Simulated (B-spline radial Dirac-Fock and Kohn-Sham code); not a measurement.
# N²⁺ 1s: cross section and angular parameters

System: the N²⁺ ion in the configuration [He] 2s2 2p1; threshold 445.7 eV (orbital energy of the model). Model: Dirac-Hartree-Slater photoionisation with a Latter tail; cross sections with all multipoles, angular parameters from the dipole term and its interference with E2. Program: an atomic code on a B-spline grid.

Input of the calculation (task.json; shells as n, l, electrons):

```json
{"items": [{
  "Z": 7,
  "q": 2,
  "cfg": [[1, 0, 2], [2, 0, 2], [2, 1, 1]],
  "A": 14,
  "rrms": 2.5582,
  "do": "xps",
  "hv": [52.3, 60, 75.3, 80, 106.0, 115.0, 116.0, 126.0, 150, 202.0, 235.0, 310.0, 374.0, 514.0, 520.0, 548.0, 658.0, 906.0, 1000, 1253.6, 1520.0, 1590.0, 1680.0, 4920.0, 4970.0, 5414.7, 6390.0, 6910.0, 8047.8, 9251.7]
}]}
```

Command: `python xray2_run.py task.json out`

For linearly polarised light dσ/dΩ = σ/(4π) [1 + β P₂(cos θ) + (δ + γ cos²θ) sin θ cos φ], with θ from the polarisation vector and φ the angle between the beam and the projection of the electron momentum on the plane normal to the polarisation.

```
hν (eV)  σ (kb)      β      γ
    514     401  2.000  0.097
    520     391  2.000  0.105
    548     347  2.000  0.139
    658     221  2.000  0.239
    906    96.0  2.000  0.409
   1000       ?      ?      ?
 1253.6    39.6  2.000  0.584
   1520    23.1  2.000  0.693
   1590    20.3  2.000  0.720
   1680    17.4  2.000  0.752
   4920   0.717  2.000  1.529
   4970   0.695  2.000  1.538
 5414.7   0.534  2.000  1.616
   6390   0.320  2.000  1.776
   6910   0.251  2.000  1.856
 8047.8   0.156  2.000  2.021
 9251.7   0.100  2.000  2.182
```

**Question.** Give the values at 1000 eV.

**Answer.** σ = 73.6 kb, β = 2.000, γ = 0.460. For an s subshell δ is negligible.
